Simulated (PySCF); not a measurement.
Computed with ωB97X-D3(BJ)/def2-TZVP // B3LYP-D3(BJ)/def2-SVP (PySCF 2.14.0). All species are isolated molecules in the gas phase. Delta-SCF ions had no search for a lower state. Excitations are Tamm–Dancoff values on a coarser integration grid. The basis has no diffuse functions, so Rydberg states are missing or too high.

Reference species (SMILES): `CC1=C(C)C(C)=C(C)[SiH2]1` (neutral, multiplicity 1).

```yaml
T1 excitation (TDA): 2.77 eV
S1–T1 gap (TDA): 1.81 eV
vertical ionisation energy (Delta-SCF): 7.70 eV
```

Changed species: `CC1=C[Si](C)(C)C=C1C`.

Predict the effect on the T1 excitation (TDA), S1–T1 gap (TDA) and vertical ionisation energy (Delta-SCF).

the T1 excitation (TDA) increases by 0.09 eV, to 2.86 eV; the S1–T1 gap (TDA) rises by 0.12 eV, to 1.93 eV; the vertical ionisation energy (Delta-SCF) goes up by 0.34 eV, to 8.04 eV.
